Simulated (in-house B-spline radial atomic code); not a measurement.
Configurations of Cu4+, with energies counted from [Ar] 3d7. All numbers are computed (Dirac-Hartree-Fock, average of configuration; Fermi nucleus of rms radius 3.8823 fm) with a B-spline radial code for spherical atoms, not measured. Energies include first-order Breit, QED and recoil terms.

Occupations are held fixed; configurations that lie above the ionisation limit could autoionise.

```
       configuration  E - E(ref) (eV)  highest orbital  its <r> (bohr)
        [Ar] 3d6 5s1           53.004            5s1/2           3.726
        [Ar] 3d6 5p1           56.749            5p3/2           4.129
        [Ar] 3d6 6s1           64.025            6s1/2           6.145
        [Ar] 3d6 5f1            66.92            5f5/2            6.15
        [Ar] 3d6 7p1           70.565            7p3/2           9.897
        [Ar] 3d6 6f1           71.142            6f5/2           9.409
        [Ar] 3d6 6g1           71.272            6g9/2           8.793
        [Ar] 3d6 7g1            73.78            7g9/2           12.69
[Ne] 3s2 3p5 3d7 6g1           147.85            6g9/2           8.792
```

Problem. Order these further configurations by energy, lowest first.
A. [Ar] 3d6 6p1
B. [Ne] 3s2 3p5 3d8
C. [Ne] 3s2 3p5 3d7 4f1
D. [Ne] 3s2 3p5 3d7 7g1
E. [Ne] 3s2 3p5 3d7 5f1

Solution. A (65.835 eV), B (76.824 eV), C (135.76 eV), E (143.49 eV), D (150.36 eV).

Problem. How far above the reference does [Ar] 3d6 4f1 lie?

Solution. 59.201 eV; its least bound orbital is 4f5/2 with <r> = 3.502 bohr.

Problem. How far above the reference does [Ar] 3d6 5g1 lie?

Solution. 67.115 eV; its least bound orbital is 5g9/2 with <r> = 5.496 bohr.

Problem. How far above the reference does [Ne] 3s2 3p5 3d7 7s1 lie?

Solution. 146.13 eV; its least bound orbital is 7s1/2 with <r> = 9.159 bohr.
